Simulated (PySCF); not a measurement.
An unknown is described by computed data only.

Formula: C6H12O.

* 1H NMR: chemical shifts (computed TMS as zero) by class: 10.31 (1 H), 2.49 (2 H), 1.56 (2 H), 1.37 (2 H), 1.12 (2 H), 0.97 (3 H) ppm [GIAO PBE0/pcSseg-2]
* NMR, other nuclei: isotropic shieldings of nuclei other than C and H, by class: -349 (1 O) ppm [GIAO PBE0/pcSseg-2]
* Rotational structure: rotational constants A, B, C: 9.942, 0.874, 0.824 GHz [PBE0-D3(BJ)/def2-TZVP]
* Dipole: 2.70 D [PBE0/pcSseg-2]
* 13C NMR: chemical shifts (computed TMS as zero) by class: 211.8 (1 C), 52.7 (1 C), 37.7 (1 C), 28.8 (1 C), 26.5 (1 C), 17.2 (1 C) ppm [GIAO PBE0/pcSseg-2]

The electronic properties come from PySCF, for the isolated species, density fitting. Levels stand in brackets. One conformer (not necessarily the lowest) at the PBE0-D3(BJ)/def2-TZVP geometry, without solvent, vibrations or thermal averaging. NMR values are class means; diastereotopic atoms form classes of their own.

Question: Give a SMILES that accounts for the data.

Answer: Numbering: `[CH3:1][CH2:2][CH2:3][CH2:4][CH2:5][CH:6]=[O:7]`. Its formula, C6H12O, gives 1 degree of unsaturation: 0 rings and 1 π bond in the structure found. 6 carbons fall into 6 classes; from least to most shielded: aldehyde carbon [C6] (211.8 ppm), sp3 carbon next to a carbonyl [C5] (52.7 ppm), chain CH2 carbon [C3] (37.7 ppm), chain CH2 carbon [C2] (28.8 ppm), chain CH2 carbon [C4] (26.5 ppm), methyl carbon [C1] (17.2 ppm). Hydrogen classes from least to most shielded: 1 H on an aldehyde carbon, C6 (10.31 ppm), 2 H on an sp3 carbon next to a carbonyl, C5 (2.49 ppm), 2 H on a chain CH2 carbon, C4 (1.56 ppm), 2 H on a chain CH2 carbon, C2 (1.37 ppm), 2 H on a chain CH2 carbon, C3 (1.12 ppm), 3 H on a methyl carbon, C1 (0.97 ppm). The other shieldings belong to: -349 ppm, aldehyde oxygen [O7]. By its constants the optimised geometry is an asymmetric top. Structure: hexanal, `CCCCCC=O`. Computed isomers that give other values at the same levels: `OC1CCCCC1` (rotational constant A: 4.340 GHz; this holds for the one conformer computed); `OCC1CCCC1` (rotational constant A: 5.551 GHz; this holds for the one conformer computed); `COC1CCCC1` (rotational constant A: 5.442 GHz; this holds for the one conformer computed). The assignments are read from this structure; whether some other isomer fits the data as well wasn't checked.

Shape of the structure used: `[CH3:1][CH2:2][CH2:3][CH2:4][CH2:5][CH:6]=[O:7]`: C1–C2–C3–C4 179°, C2–C3–C4–C5 180°, C3–C4–C5–C6 -178°, C4–C5–C6–O7 1°.
